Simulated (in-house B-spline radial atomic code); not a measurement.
## Sb46+: [He] 2s2 2p1

Method: Dirac-Kohn-Sham PBE0, spherical fractional occupations, Fermi nucleus of rms radius 4.6802 fm. Calculated with an all-electron radial atomic-structure program (B-spline basis).

Screening seen three ways: the hydrogenic charge with the same mean radius, Z_r = [3n² - l(l+1)]/(2<r>), the one with the same energy, Z_e = n√(-2ε), and Slater's rules. Values are occupation-weighted means over j. An effective charge above Z reflects the relativistic contraction of the inner shells.

```csv
shell,electrons,ε (eV),<r> (bohr),Z_r,Z_e,Slater
1s,2,-34635,0.0283,53.01,50.45,50.70
2s,2,-8199.2,0.1159,51.78,49.10,48.60
2p,1,-7816.9,0.1002,49.91,47.94,48.60
```

The least bound orbital is 2p3/2 at -7721 eV, while the most diffuse is 2s1/2 (<r> = 0.1159 bohr against 0.1018 bohr): energy order and size order differ.

Spin-orbit splittings of the orbital energies (j = l + 1/2 above j = l - 1/2 when positive): 2p 288.5 eV.

For the 1s electron the small component carries 3.54 % of the norm, the zero-frequency Breit interaction raises the level by 56.55 eV, self-energy by 41.29 eV, and vacuum polarisation lowers it by 5.522 eV.

The density falls to 0.001 bohr⁻³ at 0.4155 bohr; Σ<r²> = 0.045911 bohr² gives, by the non-relativistic formula and without the paramagnetism of open shells, a Langevin diamagnetic susceptibility of -0.03636×10⁻⁶ cm³/mol.

Caution: exact exchange at fractional occupations of open shells leaves self-interaction of up to several eV.
